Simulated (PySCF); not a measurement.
**Spin-rotation constants: `Cl[CH2][GaH2-][Br]`, [CH4BrClGa]-, charge -1**

Molfile (atoms numbered from 1):
```
CH4BrClGa
     RDKit          3D

  8  7  0  0  0  0  0  0  0  0999 V2000
   -1.3263    1.2764    1.0833 Cl  0  0  0  0  0  0  0  0  0  0  0  0
   -1.0766    0.0712   -0.2344 C   0  0  0  0  0  0  0  0  0  0  0  0
    0.8852   -0.3800    0.1186 Ga  0  0  0  0  0  4  0  0  0  0  0  0
    2.1801    1.2885   -0.7892 Br  0  0  0  0  0  0  0  0  0  0  0  0
   -1.8326   -0.7030   -0.0659 H   0  0  0  0  0  0  0  0  0  0  0  0
   -1.3584    0.5918   -1.1577 H   0  0  0  0  0  0  0  0  0  0  0  0
    1.2108   -0.4359    1.6383 H   0  0  0  0  0  0  0  0  0  0  0  0
    1.3268   -1.6995   -0.6177 H   0  0  0  0  0  0  0  0  0  0  0  0
  1  2  1  0
  2  3  1  0
  3  4  1  0
  2  5  1  0
  2  6  1  0
  3  7  1  0
  3  8  1  0
M  CHG  1   3  -1
M  END
```

Level of theory: GIAO PBE/def2-TZVP magnetisability, rotational g tensor and spin-rotation constants, non-relativistic, gas phase in PySCF. Geometry: GFN2-xTB.

The calculation is non-relativistic, which matters for the atoms heavier than Zn. For an ion the centre-of-mass motion in the field is neglected.

**Question.** Give the nuclear spin-rotation constants along the inertial axes (H = +C I·J) beside the isotropic shieldings.

**Answer.** Rotational constants 3.4011, 1.0958, 0.8932 GHz. A star marks the isotopologue with that one atom substituted, in its own axes.
| atom | isotope | Caa (kHz) | Cbb (kHz) | Ccc (kHz) | mean (kHz) | σ (ppm) |
| --- | --- | --- | --- | --- | --- | --- |
| Cl1 | 35Cl | 0.675 | 0.158 | 0.122 | 0.318 | 879.0 |
| Ga3 | 69Ga | 5.813 | 1.996 | 1.577 | 3.128 | 1434.8 |
| Br4 | 79Br | 0.795 | 0.371 | 0.293 | 0.486 | 2927.6 |
| H5 | 1H | -0.005 | -0.043 | -0.080 | -0.042 | 29.4 |
| H6 | 1H | -0.284 | -0.064 | 0.012 | -0.112 | 29.4 |
| H7 | 1H | -0.193 | -0.064 | 0.043 | -0.071 | 27.1 |
| H8 | 1H | -0.144 | 0.022 | -0.032 | -0.051 | 26.8 |
| C2 | 13C* | 0.619 | 0.178 | 0.165 | 0.321 | 148.4 |

For the geometry as given, no vibrational averaging.
